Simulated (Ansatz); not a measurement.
Basis sets compared for Cd₇⁺. The state is a doublet with charge 1. Geometry PBE/def2-SVP. Ansatz on 4 threads of Arm Neoverse V2 on a shared host; times are rough, and most runs start from earlier orbitals.

```xyz
7

Cd   -2.5518    1.9677    1.0229
Cd    0.1393   -3.2159    1.1122
Cd   -0.7330   -0.3949   -1.6838
Cd   -1.9141   -0.9893    1.3105
Cd    2.0706   -1.3232   -0.2786
Cd    0.1139    2.4746   -0.3506
Cd    2.8751    1.4810   -1.1326
```

In the def2 sets Cd takes a core potential; there is no spin–orbit coupling. Another isomer (doublet) lies 0.04 eV lower at PBE0/def2-TZVP; other spin states weren't run for this one.

```json
{"level": "PBE/def2-SVP", "functions": "217", "energy (Eh)": "-1174.0433", "HOMO (eV)": "-7.51", "LUMO (eV)": "-7.29", "wall time": "11 s"}
{"level": "PBE0/def2-SVP", "functions": "217", "energy (Eh)": "-1173.9552", "HOMO (eV)": "-7.89", "LUMO (eV)": "-6.64", "wall time": "20 s"}
```

(1) Estimate the rows for PBE/def2-TZVP (with forces), PBE0/def2-TZVP.

Answers

(1) 
```tsv
level	functions	energy (Eh)	HOMO (eV)	LUMO (eV)	wall time
PBE/def2-TZVP (with forces)	280	-1174.3423	-7.52	-7.29	14 s
PBE0/def2-TZVP	280	-1174.2436	-7.89	-6.63	29 s
```
